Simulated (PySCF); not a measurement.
# Computed records: CH$_{4}$GeO$_{2}$, CH$_{6}$Ge$_{2}$O

Calculation on a computer-drawn molecule: the log of a Hartree-Fock and frozen-core CCSD(T) single point meant for a local Hartree-Fock minimum, with one planted fault or none, to be diagnosed. Offsets are logged minus clean, where the clean run is the same molecule without the fault. The reference is restricted for singlets and unrestricted otherwise, and also for a bond in bohr or an excited solution. Adding or removing an electron swaps singlet and doublet. The excited solution moves the top pair (singlet) or top alpha electron (doublet) to the lowest empty orbital. Highest occupied and lowest empty are orbital energies over both spins, largest force is the largest gradient component, triples share is (T) over the correlation energy, the T1 limit is 0.02 restricted and 0.045 unrestricted, electrons count all cores, a negative frequency is imaginary (commonest isotopes), and the dipole is about the centre of nuclear charge; on germanium a core potential holds 10 electrons, which the energies leave out, and 3d is frozen in MP2 and coupled-cluster steps. Program: PySCF 2.14.0.

Common to all runs: meant charge 0; meant multiplicity 1; meant basis cc-pVDZ; meant basis and core potential on germanium cc-pVDZ-PP ECP10MDF; logged SCF converged yes; logged SCF stable within its kind yes; possible faults no fault, one electron removed, one electron added, multiplicity raised by two, geometry at a saddle point, SCF held on an excited solution, minimal basis STO-3G, one bond length entered in bohr, all coordinates scaled.

```yaml
- entry: 1
  formula: CH4GeO2
  logged_structure:
    atoms_angstrom:
      - [O, -0.1471, -0.0828, -2.8767]
      - [Ge, 0.7376, -0.8357, -1.7459]
      - [C, -0.0134, -0.9344, 0.0606]
      - [O, -1.3642, -0.5885, 0.0423]
      - [H, 2.1288, -1.4308, -1.9714]
      - [H, 0.5724, -0.2757, 0.7141]
      - [H, 0.0924, -1.9467, 0.4557]
      - [H, -1.5495, -0.026, -0.6992]
  given:
    logged_electrons: 57
    logged_basis_functions: 85
    logged_spin_squared: 0.7651
    "logged_highest_occupied [eV]": -16.411
    "logged_lowest_empty [eV]": -7.2747
    "logged_largest_force [hartree/bohr]": 0.045201
    "logged_dipole_magnitude [debye]": 7.555
    "logged_energy_HF [hartree]": -482.87622
    drawn_bonds_atom: [1, 2, 3, 2, 3, 3, 4]
    drawn_bonds_other_atom: [2, 3, 4, 5, 6, 7, 8]
    drawn_bonds_order: [2, 1, 1, 1, 1, 1, 1]
  results:
    planted_fault: "one electron removed"
    "HF_energy_offset_from_clean_run [kcal/mol]": 225.9
  notes: ["coupled-cluster numbers left out as unreliable"]
- entry: 2
  formula: CH6Ge2O
  logged_structure:
    atoms_angstrom:
      - [O, 0.8373, 3.438, -0.2893]
      - [Ge, 0.6699, 1.842, -0.5111]
      - [C, 0.1216, 0.5854, 0.8542]
      - [Ge, -1.7785, 0.024, 0.7958]
      - [H, 0.926, 1.164, -1.8619]
      - [H, 0.7322, -0.3171, 0.7582]
      - [H, 0.3138, 1.0401, 1.8279]
      - [H, -2.0133, -1.0159, 1.8919]
      - [H, -2.6846, 1.2352, 1.0163]
      - [H, -2.0829, -0.5965, -0.5723]
  given:
    logged_electrons: 84
    logged_basis_functions: 104
    logged_spin_squared: 0.0
    "logged_highest_occupied [eV]": -10.873
    "logged_lowest_empty [eV]": 1.6009
    "logged_largest_force [hartree/bohr]": 3.2769e-05
    "logged_lowest_frequency [cm^-1]": 36.4
    logged_T1_diagnostic: 0.021935
    logged_D1_diagnostic: 0.087797
    logged_triples_share: 0.03327
    logged_CC_converged: "yes"
    "logged_dipole_magnitude [debye]": 5.1369
    "logged_energy_HF [hartree]": -702.92302
    "logged_energy_CCSD(T) [hartree]": -703.51693
    drawn_bonds_atom: [1, 2, 3, 2, 3, 3, 4, 4, 4]
    drawn_bonds_other_atom: [2, 3, 4, 5, 6, 7, 8, 9, 10]
    drawn_bonds_order: [2, 1, 1, 1, 1, 1, 1, 1, 1]
  results:
    planted_fault: "no fault"
    "HF_energy_offset_from_clean_run [kcal/mol]": 0.0
    "CCSD(T)_energy_offset_from_clean_run [kcal/mol]": 0.0
  notes: ["T1 above single-reference limit"]
- entry: 3
  formula: CH6Ge2O
  logged_structure:
    atoms_angstrom:
      - [O, 0.8373, 3.438, -0.2893]
      - [Ge, 0.6699, 1.842, -0.5111]
      - [C, 0.1216, 0.5854, 0.8542]
      - [Ge, -1.7785, 0.024, 0.7958]
      - [H, 0.926, 1.164, -1.8619]
      - [H, 0.7322, -0.3171, 0.7582]
      - [H, 0.3138, 1.0401, 1.8279]
      - [H, -2.0133, -1.0159, 1.8919]
      - [H, -2.6846, 1.2352, 1.0163]
      - [H, -2.0829, -0.5965, -0.5723]
  given:
    logged_electrons: 83
    logged_basis_functions: 104
    logged_spin_squared: 0.761
    "logged_highest_occupied [eV]": -16.764
    "logged_lowest_empty [eV]": -5.019
    "logged_largest_force [hartree/bohr]": 0.13488
    logged_T1_diagnostic: 0.027758
    logged_D1_diagnostic: 0.15036
    logged_triples_share: 0.028912
    logged_CC_converged: "yes"
    "logged_dipole_magnitude [debye]": 3.6395
    "logged_energy_HF [hartree]": -702.64599
    "logged_energy_CCSD(T) [hartree]": -703.1776
    drawn_bonds_atom: [1, 2, 3, 2, 3, 3, 4, 4, 4]
    drawn_bonds_other_atom: [2, 3, 4, 5, 6, 7, 8, 9, 10]
    drawn_bonds_order: [2, 1, 1, 1, 1, 1, 1, 1, 1]
  results:
    planted_fault: "one electron removed"
    "HF_energy_offset_from_clean_run [kcal/mol]": 173.8
    "CCSD(T)_energy_offset_from_clean_run [kcal/mol]": 212.9
```
